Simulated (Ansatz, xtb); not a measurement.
Process, species as SMILES: NB([O-])O -> [NH-]B(O)O
Structures are relaxed separately at B3LYP-D3(BJ)/def2-TZVP in Ansatz (a first-principles code), one conformer each, not searched for the lowest. Frequencies are from Ansatz.

Quantity: isomerisation energy (0 K, with B3LYP-D3(BJ) harmonic zero-point energies), in eV. Correlated levels leave the core frozen unless marked. Spin-orbit coupling is left out. Non-relativistic unless marked X2C. Anions need diffuse functions: aug- sets have them; def2-D sets add few; the other sets have none. Basis-set limits of correlation are two-point, X^-3; Hartree-Fock from the larger set.

```
level                                        program  isomerisation energy (eV)
------------------------------------  --------------  -------------------------
GFN1-xTB                                         xtb                        [?]
r2SCAN-D3(BJ)/def2-TZVPD              Ansatz + dftd3                       0.68
PBE0-D4/def2-TZVPD                    Ansatz + dftd4                       0.68
r2SCAN0-D4/def2-TZVPD                 Ansatz + dftd4                       0.67
HSE06-D4/def2-TZVPD                   Ansatz + dftd4                       0.68
LC-wPBE-D4/def2-TZVPD                 Ansatz + dftd4                        [?]
wB97M-V/def2-TZVPD                            Ansatz                       0.67
B2GP-PLYP-D3(BJ)/def2-TZVPD           Ansatz + dftd3                       0.71
B2PLYP/def2-TZVPD                             Ansatz                       0.71
PBE-QIDH/def2-TZVPD                           Ansatz                        [?]
SCS-MP2/aug-cc-pVTZ                           Ansatz                       0.68
CCSD/STO-3G                                   Ansatz                       0.38
CCSD/aug-cc-pVTZ                              Ansatz                        [?]
X2C-CCSD(T)/cc-pVTZ-DK                        Ansatz                       0.68
CCSD(T)/CBS(aug-cc-pVTZ,aug-cc-pVQZ)          Ansatz                       0.66
```

Task: What belongs in the gaps?

Result: 
- GFN1-xTB, isomerisation energy (eV): 1.34
- LC-wPBE-D4/def2-TZVPD, isomerisation energy (eV): 0.72
- PBE-QIDH/def2-TZVPD, isomerisation energy (eV): 0.69
- CCSD/aug-cc-pVTZ, isomerisation energy (eV): 0.65
